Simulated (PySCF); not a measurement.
C5H7FO, SMILES CC([C@@H]1[C@H](F)C1)=O. Coordinates come from a B3LYP-D3(BJ)/def2-SVP optimisation. Other conformers were not sampled.

Computed equilibrium geometry at B3LYP-D3(BJ)/def2-SVP (PySCF confirms it by a frequency run) as Cartesian coordinates in Å (one conformer of several):
```xyz
14

C      2.3339     0.1773     0.3497
C      0.8619    -0.0480     0.6183
O      0.3251     0.3175     1.6403
C      0.0980    -0.7338    -0.4822
C     -1.3414    -1.1308    -0.1946
C     -1.0742     0.0120    -1.0945
F     -1.3374     1.2738    -0.6633
H      2.7911     0.7084     1.1942
H      2.8459    -0.7871     0.1935
H      2.4614     0.7630    -0.5759
H      0.6943    -1.3327    -1.1766
H     -1.7309    -2.0629    -0.6107
H     -1.6665    -0.8689     0.8166
H     -1.2293    -0.0836    -2.1747
```
Charge 0, spin multiplicity 1.
